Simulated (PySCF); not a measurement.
Isomers of C5H13AlS, from PBE0-D3(BJ)/def2-SVP geometry optimisation, gas phase (PySCF 2.14.0). One conformer each, no zero-point energy, no frequencies.

Question: Which isomer lies lower at this level?
A. `[CH2:1]=[CH:2][CH2:3][AlH2-:4][S+:5]([CH3:6])[CH3:7]` with C1–C2–C3–Al4 -111°, C2–C3–Al4–S5 30°, C3–Al4–S5–C6 68°: A = 2330, B = 1179, C = 912.5 MHz, dipole 4.04 D
B. AlEt2(SMe) (`C[CH2][Al]([CH2]C)[S]C`): A = 1725, B = 1260, C = 779.6 MHz, dipole 1.84 D

Answer: B. That is `C[CH2][Al]([CH2]C)[S]C` (AlEt2(SMe)), 43.8 kcal/mol below the other.

```
                 SMILES                                         mapped SMILES      E (Eh)  relative (kcal/mol)  relative (kJ/mol)  dipole (D)
 C[CH2][Al]([CH2]C)[S]C                                                     –  -838.19744                  0.0                0.0        1.84
C=C[CH2][AlH2-][S+](C)C  [CH2:1]=[CH:2][CH2:3][AlH2-:4][S+:5]([CH3:6])[CH3:7]  -838.12768                 43.8              183.2        4.04
```
